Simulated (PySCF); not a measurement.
**Electron correlation in Ba (barium, neutral)**

[Xe] 6s2, closed-shell 1S. All numbers are calculated (PySCF 2.14, scalar relativity by spin-free X2C-1e, in cc-pVDZ-X2C). Frozen: [Xe]; 2 electrons correlated.

Total MP2 correlation energy: -14.78 mhartree.

Same-spin part 0.00 and opposite-spin part -14.78 mhartree; SCS-MP2 scales them by 1/3 and 6/5 to -17.73 mhartree.

With two correlated electrons CCSD is exact within the correlated space (frozen core and kept virtual orbitals).

```json
{"level": "CCSD", "correlation energy (mhartree)": "-23.30"}
```

Diagnostics: T1 = 0.012, D1 = 0.0174, largest double amplitude 0.134.

Cost of the coupled-cluster step: 0.05 s of wall time on 1 thread of Intel(R) Xeon(R) 6975P-C (shared host), for 2 correlated electrons.

Iterations:

```
CC2 = 0
CCSD nocc = 1, nmo = 18
frozen orbitals [0, 1, 2, 3, 4, 5, 6, 7, 8, 9, 10, 11, 12, 13, 14, 15, 16, 17, 18, 19, 20, 21, 22, 23, 24, 25, 26]
max_cycle = 100
direct = 0
conv_tol = 1e-08
conv_tol_normt = 1e-06
diis_space = 8
diis_start_cycle = 0
Init t2, MP2 energy = -8131.650150098  E_corr(MP2) -0.0147767590479448
Init E_corr(CCSD) = -0.0147767590479505
cycle = 1  E_corr(CCSD) = -0.0199943796197863  dE = -0.00521762057  norm(t1,t2) = 0.0644669
cycle = 2  E_corr(CCSD) = -0.021897152386488  dE = -0.00190277277  norm(t1,t2) = 0.0276315
cycle = 3  E_corr(CCSD) = -0.0232826933901009  dE = -0.001385541  norm(t1,t2) = 0.0132885
cycle = 4  E_corr(CCSD) = -0.0232808383677695  dE = 1.85502233e-06  norm(t1,t2) = 0.00296413
cycle = 5  E_corr(CCSD) = -0.0233066087088914  dE = -2.57703411e-05  norm(t1,t2) = 0.00117823
cycle = 6  E_corr(CCSD) = -0.0232906847456916  dE = 1.59239632e-05  norm(t1,t2) = 0.000226186
cycle = 7  E_corr(CCSD) = -0.0233030882728457  dE = -1.24035272e-05  norm(t1,t2) = 8.38626e-05
cycle = 8  E_corr(CCSD) = -0.0233006290693433  dE = 2.4592035e-06  norm(t1,t2) = 3.16003e-05
cycle = 9  E_corr(CCSD) = -0.0232994684867344  dE = 1.16058261e-06  norm(t1,t2) = 7.85321e-06
cycle = 10  E_corr(CCSD) = -0.0232998171614933  dE = -3.48674759e-07  norm(t1,t2) = 3.28459e-06
cycle = 11  E_corr(CCSD) = -0.0232998214320274  dE = -4.27053409e-09  norm(t1,t2) = 5.63804e-08
CCSD converged
E(CCSD) = -8131.658673160384  E_corr = -0.02329982143202736
```
